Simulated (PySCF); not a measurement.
C₅H₅Cl. Atoms are numbered in the order given.

```xyz
11

Cl    -0.0009     2.0049     0.0000
C     -0.0695     0.2864     0.0000
C     -1.1728    -0.4860     0.0000
C     -0.7373    -1.8945     0.0000
C      0.6102    -1.9545     0.0000
C      1.1729    -0.5584     0.0000
H     -2.2047    -0.1327     0.0000
H     -1.4201    -2.7470     0.0000
H      1.2226    -2.8579     0.0000
H      1.7977    -0.3520     0.8869
H      1.7977    -0.3520    -0.8869
```
Charge 0, spin multiplicity 1.

Geometry optimised at ωB97X-D3(BJ)/def2-SVP. The values are those of a single conformer.

Computed with PBE0/pcSseg-1 run with PySCF.

GIAO shieldings, no solvent; atoms alike by connectivity are averaged. δ = σ(ref) − σ: ³⁵Cl against HCl (σ = 945.9 ppm); ¹³C against TMS (σ = 186.3 ppm); ¹H against TMS (σ = 31.56 ppm), references at their B3LYP-D3(BJ)/def2-TZVP geometries, non-relativistic (without spin–orbit terms, shifts of atoms bonded to Cl or Br come out too high).

```csv
atoms,nucleus,count,δ (ppm)
Cl1,³⁵Cl,1,[?]
C2,¹³C,1,[?]
C4,¹³C,1,143.2
C5,¹³C,1,140.3
C3,¹³C,1,138.6
C6,¹³C,1,[?]
H8,¹H,1,6.95
H7,¹H,1,[?]
H9,¹H,1,[?]
"H10, H11",¹H,2,3.27
```

### Question
Complete the blanks. (The exact figures need the calculation; the answer reports its results.)

### Answer

- H9, δ (ppm): 6.73
- C6, δ (ppm): 51.5
- H7, δ (ppm): 6.79
- Cl1, δ (ppm): 195.0
- C2, δ (ppm): 151.8
